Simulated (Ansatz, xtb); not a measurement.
Two isomers of C3H7ClGeSi

Structure a: `[CH3][Ge@H]([Cl])[C]#C[SiH3]`, a singlet. Structure b: `CC#C[SiH2][GeH2][Cl]`, a singlet. Both are isolated molecules in the gas phase, relaxed with PBE-D3(BJ)/def2-SVP, each in the lowest conformer that the search found.

a (Å):

| atom | x (Å) | y (Å) | z (Å) |
| --- | --- | --- | --- |
| C | -3.4388 | 3.0090 | -0.3947 |
| C | -1.0463 | 0.9523 | -0.1012 |
| C | 0.0658 | 0.7887 | 0.4142 |
| Cl | -4.1193 | -0.2588 | -0.0730 |
| Ge | -2.7601 | 1.2479 | -0.8885 |
| Si | 1.7158 | 0.5260 | 1.1831 |
| H | -2.7610 | 3.7917 | -0.7884 |
| H | -3.4846 | 3.0873 | 0.7078 |
| H | -4.4523 | 3.1526 | -0.8149 |
| H | -2.6760 | 0.9985 | -2.4130 |
| H | 1.7322 | -0.7986 | 1.8908 |
| H | 1.9921 | 1.6247 | 2.1699 |
| H | 2.7736 | 0.5381 | 0.1164 |

b (Å):

| atom | x (Å) | y (Å) | z (Å) |
| --- | --- | --- | --- |
| C | -3.8023 | 0.7106 | -0.8146 |
| C | -2.4130 | 0.4687 | -0.4641 |
| C | -1.2339 | 0.2750 | -0.1620 |
| Cl | 3.0888 | -2.6974 | 0.0461 |
| Ge | 0.9867 | -2.3289 | -0.4839 |
| Si | 0.5056 | -0.0996 | 0.2483 |
| H | -4.2553 | -0.1766 | -1.3045 |
| H | -4.4081 | 0.9441 | 0.0859 |
| H | -3.8957 | 1.5667 | -1.5151 |
| H | 0.7405 | -0.0244 | 1.7309 |
| H | 1.4425 | 0.8440 | -0.4523 |
| H | 0.1480 | -3.4196 | 0.2364 |
| H | 0.8745 | -2.5215 | -2.0208 |

Quicker runs give these differences E(b) − E(a): GFN2-xTB −52.3 kJ/mol; HF/STO-3G +33.7 kJ/mol (at GFN2-xTB geometries); r2SCAN-D4/def2-SVP +1.4 kJ/mol (at GFN2-xTB geometries).

Task: Estimate which is lower in electronic energy at CCSD(T)/def2-SVP + ΔMP2/def2-TZVPP, and by roughly how much.

Result: The CCSD(T)/def2-SVP + ΔMP2/def2-TZVPP calculation puts structure a lower, by 24.1 kJ/mol.

How the difference moves with the method:

```json
{"level": "GFN2-xTB", "geometry": "GFN2-xTB", "E(b) − E(a) (kJ/mol)": "−52.3", "departure from the last row (kJ/mol)": "−76.4", "job, with rough time for the two": "optimisation, 0.17 s"}
{"level": "HF/STO-3G", "geometry": "GFN2-xTB", "E(b) − E(a) (kJ/mol)": "+33.7", "departure from the last row (kJ/mol)": "+9.5", "job, with rough time for the two": "single point, 0.54 s"}
{"level": "r2SCAN-D4/def2-SVP", "geometry": "GFN2-xTB", "E(b) − E(a) (kJ/mol)": "+1.4", "departure from the last row (kJ/mol)": "−22.7", "job, with rough time for the two": "single point, 4.3 s"}
{"level": "PBE-D3(BJ)/def2-SVP", "geometry": "PBE-D3(BJ)/def2-SVP", "E(b) − E(a) (kJ/mol)": "−11.0", "departure from the last row (kJ/mol)": "−35.1", "job, with rough time for the two": "optimisation, 26 s"}
{"level": "HF/def2-SVP", "geometry": "PBE-D3(BJ)/def2-SVP", "E(b) − E(a) (kJ/mol)": "+12.4", "departure from the last row (kJ/mol)": "−11.7", "job, with rough time for the two": "part of the CCSD(T) run"}
{"level": "MP2/def2-SVP", "geometry": "PBE-D3(BJ)/def2-SVP", "E(b) − E(a) (kJ/mol)": "+19.8", "departure from the last row (kJ/mol)": "−4.3", "job, with rough time for the two": "part of the CCSD(T) run"}
{"level": "CCSD(T)/def2-SVP", "geometry": "PBE-D3(BJ)/def2-SVP", "E(b) − E(a) (kJ/mol)": "+13.5", "departure from the last row (kJ/mol)": "−10.6", "job, with rough time for the two": "single point"}
{"level": "CCSD(T)/def2-SVP + ΔMP2/def2-TZVPP", "geometry": "PBE-D3(BJ)/def2-SVP", "E(b) − E(a) (kJ/mol)": "+24.1", "departure from the last row (kJ/mol)": "", "job, with rough time for the two": "single point, 72 s"}
```

As drawn, b has 1 C–C, 1 Ge–Si, 1 Ge–H in place of 2 C–Ge, 1 Si–H.

GFN2-xTB, PBE-D3(BJ)/def2-SVP put the two in the other order. r2SCAN-D4/def2-SVP finds them nearly level. The largest departure from CCSD(T)/def2-SVP + ΔMP2/def2-TZVPP is that of GFN2-xTB, 76.4 kJ/mol. A small imaginary or near-zero mode remains, so no thermal terms are given. The last row adds to CCSD(T) the change of the MP2 difference between the two basis sets, here +10.6 kJ/mol.

The correlated steps freeze 22 core orbitals; the filled d shell of Ge is correlated, in a basis made for valence electrons. Run with Ansatz 0.2.0, xtb 6.7.1; the last row on 4 threads of Arm Neoverse V1 on a shared host.
